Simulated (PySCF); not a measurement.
H6NSbSi.
Structure used (PBE0-D3(BJ)/def2-SVP), in Å, numbered top down from 1:
```xyz
9
H6NSbSi angstrom
N     -1.1190    0.3784   -0.7293
Si    -0.3589   -0.5093    0.5482
Sb     2.1777   -0.0432    0.5991
H     -2.0914    0.2003   -0.9579
H     -0.8909    1.3587   -0.8509
H     -0.8435   -0.2269    1.9447
H     -0.5961   -1.9651    0.3029
H      2.2282    0.0365   -1.1138
H      1.8637    1.6435    0.7059
```

Computed, not measured: PBE0-D3(BJ)/def2-SVP geometry optimisation, gas phase, def2 core potentials past Kr (PySCF 2.14.0).

Q: Which atoms are bound to Sb3, and at what distances?

A: 3 atoms: H8 1.716 Å, H9 1.719 Å, Si2 2.580 Å. The nearest atom not counted as bound is H6, at 3.31 Å.

Q: List the angles at Sb3.

A: 
| angle | degrees | distance of the outer atoms (Å) |
| --- | --- | --- |
| H8–Sb3–H9 | 91.3 | 2.45 |
| Si2–Sb3–H8 | 91.0 | 3.12 |
| Si2–Sb3–H9 | 89.9 | 3.10 |

Q: What is the shape at Sb3?

A: Pyramidal: angles 91.3°, 91.0° and 89.9°, sum 272.2°, 1.08 Å off the plane of its three neighbours.

Q: What are the other bond lengths?

A: N1–Si2 1.731 Å; N1–H4, N1–H5 1.014 Å; Si2–H6 1.505 Å; Si2–H7 1.495 Å.

Q: Give some angles away from the centre.

A: N1–Si2–Sb3 110.7°.

Q: What are the rotational constants (commonest isotopes, rigid rotor)?

A: A = 13947, B = 1718, C = 1591 MHz: a near-prolate asymmetric top.

Charge 0, singlet. Stationary, but not proved a minimum.

One conformer stands for the species.
